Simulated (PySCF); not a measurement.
CH8Si2, SMILES [SiH3]C[SiH3] (connectivity only; charge and spin as stated), charge +1, multiplicity 2. Atoms are numbered in the order given.

```xyz
11

Si     1.4547     0.0005    -0.2585
C      0.0000     0.0000     1.0698
Si    -1.4547    -0.0005    -0.2585
H      2.4306    -0.5570     0.7742
H      1.7160     1.3997    -0.6965
H      1.1870    -0.9665    -1.3663
H     -0.0969    -0.9086     1.6980
H      0.0969     0.9086     1.6980
H     -1.1870     0.9665    -1.3663
H     -1.7160    -1.3997    -0.6965
H     -2.4306     0.5570     0.7742
```
Charge +1, spin multiplicity 2.

Geometry: PBE-D3(BJ)/def2-SVP. The spin state was assumed, not searched.

Level of theory: PBE/pcH-1 (PySCF).

Unrestricted Kohn–Sham, ⟨S²⟩ = 0.753. Hyperfine tensors hold the contact and dipolar terms, without spin-orbit corrections.

Computed hyperfine couplings:
```tsv
nucleus	A(iso) (MHz)	A(iso) (G)	dipolar principal values (MHz)
29Si no. 1	18.6	6.6	-48.8, 21.2, 27.6
13C no. 2	32.7	11.7	-47.8, -47.0, 94.9
29Si no. 3	18.6	6.6	-48.8, 21.2, 27.6
1H no. 4	306.5	109.4	-6.2, -2.2, 8.4
1H no. 5	-9.7	-3.4	-4.6, -0.7, 5.3
1H no. 6	-2.0	-0.7	-4.4, -1.5, 5.9
1H no. 7	-27.0	-9.6	-21.0, -3.3, 24.2
1H no. 8	-27.0	-9.6	-21.0, -3.3, 24.2
1H no. 9	-2.0	-0.7	-4.4, -1.5, 5.9
1H no. 10	-9.7	-3.4	-4.6, -0.7, 5.3
1H no. 11	306.5	109.4	-6.2, -2.2, 8.4
```
